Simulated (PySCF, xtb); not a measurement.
disulfane cation (H2S2), SMILES SS (connectivity only; charge and spin as stated), charge +1, multiplicity 2.

Harmonic wavenumbers (cm⁻¹) from GFN2-xTB in xtb at its own minimum, in rising order: 445, 560, 687, 907, 2291, 2302.

Question: What does PBE0-D3(BJ)/def2-TZVP in PySCF 2.14.0 give at its own minimum? (An estimate is asked for; the answer gives what the named calculation found.)

Answer: 513, 623, 790, 1059, 2633, 2638. Paired by order, the mean absolute difference is 177 cm⁻¹ and the zero-point energies are 10.3 and 11.8 kcal/mol.
